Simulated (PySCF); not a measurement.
A geometry optimisation on `C=C(C)CC(C)(C)CC` (2,4,4-trimethyl-1-hexene).

Method: PBE0-D3(BJ)/def2-SVP geometry optimisation, gas phase (PySCF 2.14.0). Start geometry: GFN2-xTB. The input is one job of a driver script: a line of settings, then coordinates in Å.

Input:
```
{"job": {"xc": "PBE0", "basis": "def2-SVP", "d3": "d3bj", "grid": 1, "kind": "geom"}, "charge": 0, "multiplicity": 1}
C      2.188049    -0.671520    -1.529874
C      1.879796    -0.331964    -0.287397
C      2.695662     0.673319     0.470691
C      0.750582    -0.981995     0.468910
C     -0.665857    -0.412261     0.197565
C     -1.077795    -0.698077    -1.246741
C     -1.631187    -1.131844     1.145226
C     -0.666409     1.102439     0.466971
C     -2.027335     1.787340     0.385193
H      3.002828    -0.205265    -2.058910
H      1.647626    -1.429412    -2.070119
H      3.215248     0.176762     1.291220
H      3.437801     1.139524    -0.172774
H      2.067815     1.449542     0.902065
H      0.950445    -0.893868     1.539186
H      0.729083    -2.045658     0.220578
H     -1.007007    -1.763167    -1.456397
H     -2.105827    -0.391171    -1.421266
H     -0.435478    -0.163886    -1.941893
H     -2.661453    -0.868277     0.922488
H     -1.531044    -2.210150     1.038909
H     -1.423001    -0.870726     2.180900
H     -0.257728     1.276527     1.465901
H     -0.000825     1.576564    -0.257691
H     -1.905615     2.856000     0.552192
H     -2.708521     1.406580     1.141340
H     -2.479750     1.651068    -0.593277
```

Output:
```
step   0  E = -353.11463357  max force = 0.016324
step   1  E = -353.11745760  max force = 0.002579
step   2  E = -353.11749235  max force = 0.000408
step   3  E = -353.11751007  max force = 0.000589
step   4  E = -353.11751843  max force = 0.000812
step   5  E = -353.11751496  max force = 0.000404
step   6  E = -353.11750925  max force = 0.000117
step   7  E = -353.11751214  max force = 0.000112
step   8  E = -353.11751024  max force = 0.000097
optimisation converged
```

Energies in Eh; «max force» is the largest Cartesian gradient component in Eh/bohr.

Give the first gradient maximum in eV/Å.

With 1 Eh/bohr = 51.422 eV/Å, 0.839 eV/Å.

Summary of the converged run: final energy -353.11751 Eh after 8 steps; dipole 0.50 D.

Give the final coordinates.

0.062 Å rms from the input after alignment:
```
atom  x, y, z in Å
C1     2.1712   -0.8248   -1.5225
C2     1.8353   -0.4381   -0.2848
C3     2.6210    0.6152    0.4415
C4     0.6897   -1.0783    0.4631
C5    -0.7338   -0.5084    0.2209
C6    -1.1662   -0.7772   -1.2212
C7    -1.6762   -1.2480    1.1744
C8    -0.7482    1.0042    0.5112
C9    -2.0995    1.6999    0.4334
H10    3.0027   -0.3594   -2.0597
H11    1.6338   -1.6261   -2.0370
H12    3.0978    0.1829    1.3381
H13    3.4105    1.0457   -0.1907
H14    1.9772    1.4339    0.7982
H15    0.8950   -1.0176    1.5462
H16    0.6562   -2.1523    0.2160
H17   -1.1232   -1.8545   -1.4490
H18   -2.2014   -0.4471   -1.3956
H19   -0.5160   -0.2546   -1.9386
H20   -2.7268   -0.9659    1.0091
H21   -1.6020   -2.3374    1.0284
H22   -1.4289   -1.0333    2.2268
H23   -0.3221    1.1656    1.5178
H24   -0.0569    1.4931   -0.1961
H25   -1.9894    2.7769    0.6318
H26   -2.8135    1.3055    1.1724
H27   -2.5603    1.5998   -0.5612
```

The run took about 8 min of CPU time (one thread, shared machine).
Labels such as C1 count atoms from 1, the log's own numbers from 0.
